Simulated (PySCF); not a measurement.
Sr: excitation energy

Sr [Kr] 5s2 (1S) → Sr [Kr] 5s1 5p1 (3P), as a difference of total energies. Computed with PySCF 2.14 in x2c-TZVPPall, with scalar relativity by spin-free X2C-1e. Correlated levels: valence and next inner shell: [Ar] 3d10 frozen. The calculations carry no spin-orbit coupling.

```tsv
method	excitation energy (cm⁻¹)	error (cm⁻¹)
UHF	7904.0	-6799
MP2 (valence and next inner shell)	14270	-432
SCS-MP2 (valence and next inner shell)	14751	+49
CCSD (valence and next inner shell)	14054	-649
CCSD(T) (valence and next inner shell)	14593	-110
```

Reference: 14703 cm⁻¹ (measured; NIST levels, between the centres of gravity of the two terms).

Errors of the correlated levels include the incompleteness of this basis and the frozen core.

The basis was made for the ground configuration and has no added diffuse functions, so the excitation energy can come out too high.
